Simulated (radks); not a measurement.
Task: The table gives one normalised radial function P(r) = r R(r) of V in [Ar] 3d4 5p1 (r in bohr). Method: non-relativistic Kohn-Sham, LDA (Slater exchange, Perdew-Wang correlation), spin-polarised, spherical densities, point nucleus; open shells are filled with parallel spins first; computed with a radial shooting solver on a logarithmic mesh with Libxc functionals.

r         P
0.006497   0.0146
0.007625   0.0198
0.008876   0.0265
0.01042    0.0358
0.01213    0.0476
0.01423    0.0640
0.01657    0.0845
0.01929    0.1110
0.02263    0.1473
0.02635    0.1915
0.03092    0.2506
0.03599    0.3211
0.04224    0.4129
0.04917    0.5188
0.05771    0.6515
0.06718    0.7978
0.07884    0.9709
0.09178    1.1488
0.1077     1.3417
0.1254     1.5181
0.146      1.6727
0.1713     1.7931
0.1994     1.8491
0.234      1.8312
0.2724     1.7336
0.3197     1.5498
0.3722     1.3135
0.4368     1.0282
0.5084     0.7547
0.5967     0.4971
0.6946     0.3026
0.8087     0.1649
0.949      0.0759
1.105      0.0313
1.296      0.0103
1.509      0.0030
1.771      0.0006
2.062      0.0001
2.42       0.0000
2.817      0.0000
3.306      0.0000
3.848      0.0000
4.516      0.0000
5.257      0.0000
6.12       0.0000
7.182      0.0000
8.361      0.0000
9.812      0.0000
11.42      0.0000
13.4       0.0000
15.61      0.0000
18.31      0.0000
21.32      0.0000
25.02      0.0000
29.13      0.0000
34.18      0.0000
39.79      0.0000

Which n and l does it have? It may be an empty orbital.

Result: n = 2, l = 1: the number of nodes gives n - l - 1 = 0, the rise at small r (about r^(l+1)) gives l, and the extent must fit the shell. The curve is that of 2p down; the table hardly tells the two spins apart. 2p down: eigenvalue -499.85 eV, 0 radial nodes, <r> = 0.275 bohr, 90 % of the charge inside 0.452 bohr.
